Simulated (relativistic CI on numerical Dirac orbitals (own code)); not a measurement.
Charge states of erbium

Method of calculation: Dirac-Coulomb-Breit CI, KLI orbitals optimised for each configuration, model QED (radiative potential, 1s self-energy scaled to tabulated hydrogen-like ionisation energies), valence Slater integrals scaled by 0.9 (own radial code, finite nucleus).

Each species is treated in one configuration, given outside its closed core. Radial values are for the open shell of highest l, unscaled and averaged over j; ζ includes the Breit term. Labels give the leading LS character, summed over repeated terms.

```tsv
Ion	Configuration	Its lowest level	LS weight (%)	ζ (cm⁻¹)	Next level	E (cm⁻¹)	g_J	g√(J(J+1))
Er	4f¹²6s²	³H6	99	2293	³F4	5439.2	1.165	7.55
Er+	4f¹²6s	⁴H13/2	99	2278	²H11/2	646.86	1.229	8.58
Er2+	4f¹²	³H6	99	2259	³F4	5497.9	1.165	7.55
Er3+	4f¹¹	⁴I°15/2	97	2373	⁴I°13/2	6424.3	1.195	9.55
Er4+	4f¹⁰	⁵I8	93	2503	⁵I7	6009.5	1.240	10.52
Er5+	4d¹⁰4f¹⁰5s²5p⁵	⁶K°19/2	95	2496	⁶K°17/2	6485.5	1.257	12.55
Er9+	4d¹⁰4f¹⁰5s²5p	⁶H°15/2	53	2506	J = 17/2 (mixed)	4355.3	1.269	10.13
Er10+	4d¹⁰4f¹⁰5s²	⁵I8	94	2516	⁵I7	6039.3	1.241	10.53
Er11+	4d¹⁰4f⁹5s²	⁶H°15/2	93	2680	⁶H°13/2	5041	1.322	10.56
Er12+	4d¹⁰4f⁸5s²	⁷F6	94	2849	⁷F5	3624.7	1.488	9.65
Er13+	4d¹⁰4f⁷5s²	⁸S°7/2	95	3023	⁶P°7/2	48014	1.986	7.88
Er14+	4d¹⁰4f⁷5s	⁹S°4	96	3074	⁷S°3	33112	1.989	8.90
Er15+	4d¹⁰4f⁷	⁸S°7/2	95	3126	⁶P°7/2	49476	1.986	7.88
Er16+	4d¹⁰4f⁶	⁷F0	83	3307	⁷F1	1410.8		0.00
Er17+	4d¹⁰4f⁵	⁶H°5/2	89	3494	⁶H°7/2	3637.5	0.320	0.95
Er18+	4d¹⁰4f⁴	⁵I4	92	3685	⁵I5	5987.4	0.615	2.75
Er19+	4d¹⁰4f³	⁴I°9/2	90	3881	⁴I°11/2	9194.8	0.744	3.70
Er20+	4d¹⁰4f²	³H4	91	4081	³H5	12481	0.816	3.65
Er21+	4d¹⁰4f	²F°5/2	100	4287	²F°7/2	15068	0.855	2.53
Er22+	4d¹⁰	¹S0	100					0.00
Er23+	4d⁹	²D5/2	100	31880	²D3/2	79859	1.198	3.54
Er24+	4d⁸	³F4	91	32630	J = 2 (mixed)	22991	1.226	5.48
Er25+	4d⁷	⁴F9/2	69	33400	J = 3/2 (mixed)	32052	1.254	6.24
Er26+	4d⁶	J = 4 (mixed)	48	34170	J = 2 (mixed)	19404	1.320	5.90
```

With one configuration, terms of near-neutral atoms and ions can be 10 to 25 % off, and close levels can change places.

At low charge ζ of a weakly bound d or f electron comes out too small.
